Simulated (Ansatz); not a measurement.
Energy profile

The step: SiNH₅O ([NH2][SiH2][OH]) + H₂S → SiNH₅S ([NH2][SiH2][SH]) + H₂O; bonds formed: Si1–S7, O2–H6; bonds broken: Si1–O2, H6–S7 (atoms numbered as in the saddle structure below).

```
11
angstrom
Si -0.3087 -0.2840 -0.3417
O 0.6662 0.7507 0.8316
H 0.1665 -0.5318 -1.7219
H -1.7300 -0.2326 0.0562
N 0.3648 -1.7330 0.3765
H 0.6308 1.6318 0.2699
S -0.5165 2.0912 -1.1862
H 1.5328 0.3674 1.0296
H 0.6187 -2.4827 -0.2465
H 0.0180 -2.1038 1.2482
H -1.4425 2.5268 -0.3158
```

Electronic energies by CCSD(T) at an estimated basis limit (MP2 extrapolated from triple and quadruple zeta, plus CCSD(T) − MP2 in triple zeta), on PBE0-D4/def2-TZVP structures; SiNH₇SO, singlet; no counterpoise correction. Ansatz 0.2.0; basis: def2-TZVPP and def2-QZVPP; cores frozen in the correlated methods. Extrapolation: Hartree–Fock as exp(−7.88 √X), correlation as X^−2.97.

Problem. Give the profile in kJ/mol, counted from the separated reactants. (To be estimated.)

Solution. The calculation gives:
| point | kJ/mol |
| --- | --- |
| separated: SiNH₅O (linked as [NH2][SiH2][OH]; Si1, O2, H3, H4, N5, H8, H9, H10; singlet) + H₂S (H6, S7, H11; singlet) | 0.0 |
| start structure | -11.4 |
| saddle | 128.4 |
| end structure | 16.7 |
| separated: SiNH₅S (linked as [NH2][SiH2][SH]; Si1, H3, H4, N5, S7, H9, H10, H11; singlet) + H₂O (O2, H6, H8; singlet) | 41.4 |

T1 diagnostic: at most 0.012.

For scale, one of the runs: CCSD(T)/def2-TZVPP, 244 basis functions, launched by `ansatz run in.yaml --threads 4 --pin off --events-out ev --progress --plain --max-ram 9574MiB`. Hardware: 4 CPU threads of an Intel Xeon Platinum 8259CL, shared host. Wall time 62 s; peak host memory 4.7 GiB.
